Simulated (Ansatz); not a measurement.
Input and output for CH$_{5}$ClSeSn, SMILES `C[Se][SnH2][Cl]`.

```yaml
crystal:
  periodic: [false, false, false]
  atoms:
    - {symbol: C, position_ang: [-0.973262, 0.663253, -1.206467]}
    - {symbol: Se, position_ang: [-0.683015, -1.224619, -0.765235]}
    - {symbol: Sn, position_ang: [0.790226, -0.815071, 1.213975]}
    - {symbol: Cl, position_ang: [2.633548, 0.420607, 0.465861]}
    - {symbol: H, position_ang: [-1.575936, 0.667658, -2.113138]}
    - {symbol: H, position_ang: [-0.020558, 1.152068, -1.398257]}
    - {symbol: H, position_ang: [-1.514091, 1.165746, -0.407289]}
    - {symbol: H, position_ang: [0.054182, 0.208954, 2.360148]}
    - {symbol: H, position_ang: [1.377404, -2.284796, 1.833401]}
basis:
  gaussian: {orbitals: def2-TZVPP, fitting: {mean_field: cc-pVTZ-jkfit}, point_charges: [{charge: 0.50, position_ang: [6.513, 0.940, 0.703]}]}
total_charge: -1
magnetization: {spin_polarized: false, initial_magnetization: 1}
hamiltonian: {xc: {name: PBE0}}
```

```sh
$ ansatz run in.yaml --threads 4 --pin off --events-out ev --progress --plain --max-ram 10444MiB
```

It prints (some lines left out):

```
Functional definition: PBE0
  name "PBE0"
  cite "Adamo & Barone, J. Chem. Phys. 110, 6158 (1999) doi:10.1063/1.478522"
  cite "Perdew, Burke & Ernzerhof, Phys. Rev. Lett. 77, 3865 (1996) doi:10.1103/PhysRevLett.77.3865"
  parent pbe
  parameter a = 0.25
  parameter kappa = 0.804
  parameter beta = 0.06672455060314922
  exchange = (1 - a)*pbe_x(kappa = kappa, mu = beta*pi^2/3) + a*exact_x
  correlation = pbe_c(beta = beta)
Error: <dir> the basis set cc-pVTZ-JKFIT has no functions for Sn
```
